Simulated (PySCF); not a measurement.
## Electron correlation in Er(3+) (erbium, charge +3)

Starting occupation: [Xe] 4f11, 4f5/2 with m_j = -5/2, -3/2, -1/2, +1/2, +3/2, +5/2, 4f7/2 with m_j = -1/2, +1/2, +3/2, +5/2, +7/2. All numbers are calculated (PySCF 2.14, X2C-1e with screened-nucleus spin-orbit coupling, Gaussian nucleus, in x2c-QZVPPall-2c (16s16p12d6f4g1h, 213 functions)). Frozen: [Ar] 3d10; 37 electrons correlated; the 34 highest virtual spinors left out.

MP2 pair energies summed by pair of shells (mhartree):

```tsv
pair	energy	share (%)
4f-4f	-444.74	22.7
4d-4f	-410.41	20.9
4f-5p	-272.99	13.9
4d-4d	-138.64	7.1
5p-5p	-137.49	7.0
4f-4p	-109.14	5.6
4d-4p	-101.47	5.2
4d-5p	-82.42	4.2
4f-5s	-64.21	3.3
5p-5s	-39.50	2.0
4d-5s	-30.49	1.6
4d-4s	-26.50	1.4
4f-4s	-25.92	1.3
4p-4p	-25.00	1.3
4p-5p	-15.50	0.8
4p-4s	-14.09	0.7
4p-5s	-7.73	0.4
5s-5s	-7.26	0.4
4s-5p	-2.84	0.1
4s-4s	-2.30	0.1
4s-5s	-1.18	0.1
```

Total MP2 correlation energy: -1959.8 mhartree.

The GHF reference relaxed away from the jj start to a determinant that is no pure jj level (⟨S²⟩ = 3.77, ⟨J²⟩ = 63.76); the energies belong to that determinant.

This basis was not built for core-valence correlation, so the inner-shell part is incomplete.
